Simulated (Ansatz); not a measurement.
Species: silanone, sum formula H$_{2}$SiO (charge 0, singlet). 
Coordinates optimised at B3LYP-D3(BJ)/def2-TZVP (Ansatz, a quantum-chemistry and plane-wave program):
```
Si
O 1 1.5195
H 1 1.4808 2 124.04
H 1 1.4808 3 111.91 2 180.00
```

Basis-set convergence of Hartree-Fock and CCSD(T) correlation energies (hartree) with Ansatz. Valence correlation only, unless marked. Spin-orbit coupling is left out. Non-relativistic.

```csv
basis,functions,E(HF),"E(corr, CCSD(T))"
cc-pV(D+d)Z,47,-364.94045,-0.31423
cc-pV(T+d)Z,97,-364.98686,-0.38778
cc-pV(Q+d)Z,179,-364.99721,-0.41328
```

Extrapolating the two largest sets (X = 3 and 4) as X^-3: E(corr) = (64·(-0.41328) - 27·(-0.38778))/37 = -0.4319 Eh, an estimate of the basis-set limit. The largest set recovers 95.7 % of it, the smallest 72.8 %.
